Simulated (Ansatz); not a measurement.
Born–Oppenheimer molecular dynamics of ClGe₂H₅ (8 atoms, charge 0, multiplicity 1). It starts from a relaxed structure.

Computed with Ansatz 0.2.0, RKS PBE0/def2-SVP.

```json
{"ensemble": "NVE (velocity Verlet)", "time step": "1 fs", "steps asked": "166", "starting velocities drawn for": "500 K", "seed": "864316"}
```

Frames 2 fs apart, positions in Å.

Velocities at 40 fs (Å/ps):

```
Ge -1.36 -0.60 -0.11
Cl 2.91 2.58 3.10
H 25.35 -4.45 5.96
H 2.11 2.40 2.93
Ge -0.71 -0.54 -1.01
H 1.76 17.30 4.28
H 20.42 7.74 -12.02
H -2.90 -31.08 -29.30
```

```xyz
8
Properties=species:S:1:pos:R:3 time_fs=40 energy_less_start_eV=0.147 T=313
Ge -0.067 -0.023 0.015
Cl 0.700 -0.211 2.057
H 1.189 0.136 -0.945
H -0.929 1.248 -0.015
Ge -1.177 -1.977 -0.867
H -2.472 -2.181 -0.074
H -1.516 -1.606 -2.360
H -0.322 -3.330 -0.917
8
Properties=species:S:1:pos:R:3 time_fs=42 energy_less_start_eV=0.229 T=211
Ge -0.069 -0.024 0.015
Cl 0.706 -0.206 2.063
H 1.229 0.130 -0.922
H -0.926 1.252 -0.009
Ge -1.178 -1.978 -0.870
H -2.471 -2.150 -0.066
H -1.475 -1.592 -2.373
H -0.338 -3.373 -0.971
8
Properties=species:S:1:pos:R:3 time_fs=44 energy_less_start_eV=0.214 T=228
Ge -0.071 -0.025 0.015
Cl 0.712 -0.201 2.068
H 1.242 0.130 -0.875
H -0.924 1.254 -0.004
Ge -1.179 -1.980 -0.872
H -2.476 -2.127 -0.062
H -1.434 -1.582 -2.365
H -0.375 -3.369 -1.014
8
Properties=species:S:1:pos:R:3 time_fs=46 energy_less_start_eV=0.176 T=275
Ge -0.072 -0.027 0.014
Cl 0.717 -0.196 2.074
H 1.231 0.135 -0.812
H -0.924 1.254 0.000
Ge -1.180 -1.982 -0.875
H -2.484 -2.113 -0.064
H -1.400 -1.571 -2.342
H -0.427 -3.328 -1.041
8
Properties=species:S:1:pos:R:3 time_fs=48 energy_less_start_eV=0.237 T=197
Ge -0.072 -0.028 0.013
Cl 0.722 -0.191 2.078
H 1.214 0.149 -0.749
H -0.926 1.249 0.002
Ge -1.181 -1.984 -0.877
H -2.494 -2.107 -0.075
H -1.377 -1.556 -2.321
H -0.479 -3.276 -1.051
8
Properties=species:S:1:pos:R:3 time_fs=50 energy_less_start_eV=0.301 T=119
Ge -0.072 -0.030 0.013
Cl 0.726 -0.186 2.083
H 1.214 0.173 -0.703
H -0.933 1.242 0.002
Ge -1.183 -1.986 -0.880
H -2.504 -2.107 -0.096
H -1.369 -1.531 -2.314
H -0.505 -3.257 -1.049
8
Properties=species:S:1:pos:R:3 time_fs=52 energy_less_start_eV=0.222 T=216
Ge -0.072 -0.031 0.014
Cl 0.730 -0.182 2.087
H 1.242 0.208 -0.684
H -0.944 1.232 0.000
Ge -1.185 -1.987 -0.882
H -2.514 -2.112 -0.125
H -1.376 -1.496 -2.324
H -0.494 -3.291 -1.037
8
Properties=species:S:1:pos:R:3 time_fs=54 energy_less_start_eV=0.182 T=267
Ge -0.072 -0.033 0.015
Cl 0.733 -0.177 2.090
H 1.284 0.250 -0.687
H -0.960 1.220 -0.004
Ge -1.187 -1.987 -0.884
H -2.527 -2.123 -0.160
H -1.395 -1.459 -2.340
H -0.459 -3.353 -1.016
8
Properties=species:S:1:pos:R:3 time_fs=56 energy_less_start_eV=0.243 T=192
Ge -0.071 -0.035 0.016
Cl 0.736 -0.172 2.093
H 1.313 0.292 -0.698
H -0.981 1.206 -0.010
Ge -1.189 -1.988 -0.887
H -2.545 -2.139 -0.195
H -1.419 -1.428 -2.348
H -0.424 -3.402 -0.985
8
Properties=species:S:1:pos:R:3 time_fs=58 energy_less_start_eV=0.261 T=169
Ge -0.069 -0.036 0.018
Cl 0.738 -0.168 2.095
H 1.311 0.329 -0.709
H -1.006 1.190 -0.017
Ge -1.191 -1.988 -0.890
H -2.567 -2.158 -0.229
H -1.443 -1.411 -2.339
H -0.406 -3.410 -0.947
8
Properties=species:S:1:pos:R:3 time_fs=60 energy_less_start_eV=0.191 T=256
Ge -0.067 -0.038 0.020
Cl 0.740 -0.164 2.097
H 1.274 0.355 -0.715
H -1.031 1.169 -0.023
Ge -1.193 -1.989 -0.893
H -2.588 -2.180 -0.261
H -1.465 -1.409 -2.316
H -0.407 -3.371 -0.906
8
Properties=species:S:1:pos:R:3 time_fs=62 energy_less_start_eV=0.152 T=305
Ge -0.064 -0.040 0.022
Cl 0.741 -0.160 2.098
H 1.212 0.372 -0.722
H -1.056 1.145 -0.027
Ge -1.195 -1.990 -0.896
H -2.603 -2.203 -0.288
H -1.481 -1.419 -2.289
H -0.421 -3.301 -0.866
```

Of the whole run (166 fs, mean temperature of the second half 227 K): The conserved energy stayed within 0.69 meV per atom of its start (net change 0.55 meV per atom), so the integration is sound. Over the second half the temperature averaged 0.45 of the 500 K drawn at the start: a run that starts near a minimum puts about half its kinetic energy into the potential. A run of 0.17 ps of so small a system gives no equilibrium averages.

Run time: 3.8 min on 4 threads of Arm Neoverse V2 (shared host), peak memory 0.27 GiB.
